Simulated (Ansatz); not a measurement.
`[SiH3]C1NCS1` + `[OH][InH][Br]` → `[SiH3][O][InH][Br]` + `C1NCS1` at 600 K and 1 bar (ligand exchange at the Si–C bond).

Calculated with Ansatz (gas phase, PBE0-D4/def2-TZVP geometries, no zero-point term in ΔE). CCSD(T)/CBS adds triple-zeta CCSD(T) − MP2 to the extrapolated MP2 energy (def2 sets, frozen cores). def2 core potentials past Kr. For Br, In outer-core shells are correlated without core-valence functions, which leaves a few kJ/mol of doubt a bond. Scalar relativity is left out up to krypton. Each species was taken in one conformer, which may not be the lowest.

```json
{"species": "`[SiH3]C1NCS1`", "CCSD(T)/CBS energy (Eh)": "-821.81773", "H − E (kJ/mol)": "293.3", "S (J/(mol·K))": "432.7"}
{"species": "`[OH][InH][Br]`", "CCSD(T)/CBS energy (Eh)": "-2839.57190", "H − E (kJ/mol)": "93.2", "S (J/(mol·K))": "383.0"}
{"species": "`[SiH3][O][InH][Br]`", "CCSD(T)/CBS energy (Eh)": "-3129.89321", "H − E (kJ/mol)": "153.7", "S (J/(mol·K))": "477.5"}
{"species": "`C1NCS1`", "CCSD(T)/CBS energy (Eh)": "-531.54154", "H − E (kJ/mol)": "233.7", "S (J/(mol·K))": "346.6"}
```

H − E and S are ideal-gas, rigid-rotor, harmonic terms from PBE0-D4/def2-TZVP, for one conformer and one mirror image of each species. 1 Eh = 2625.50 kJ/mol, R = 8.31446 J/(mol·K).

Q: By hand: ΔE, ΔH, ΔS and ΔG.

A: ΔE = (-3129.89321) + (-531.54154) − (-821.81773) − (-2839.57190) = -0.04512 Eh = -118.5 kJ/mol. Δ(H − E) = 153.7 + 233.7 − 293.3 − 93.2 = 0.9, so ΔH = -117.6 kJ/mol. ΔS = 477.5 + 346.6 − 432.7 − 383.0 = 8.4 J/(mol·K). ΔG = -117.6 − 600 × (8.4)/1000 = -122.6 kJ/mol.

Q: By hand: the equilibrium constant, and the temperature at which ΔG would vanish if ΔH and ΔS stayed fixed.

A: log₁₀ K = −ΔG/(RT ln 10) = 10.7. ΔH and −TΔS have one sign here, so there is no such temperature.

The number of gas molecules stays the same, so ΔS is small and ΔH decides. A doubt of 5 kJ/mol in ΔE shifts log₁₀ K by 0.4 here. Other conformers and mirror images would add mixing entropy, several J/(mol·K) or more a flexible species. Modes under 60 cm⁻¹, often nearly free rotors, make the harmonic entropy too high. These are equilibria of isolated gas molecules and say nothing of rates. Largest T1 diagnostic: 0.014 (customary marks: 0.02 for closed shells, 0.045 for open ones).

ΔS is within the doubt of such terms, so its sign, and with it that verdict, could turn.
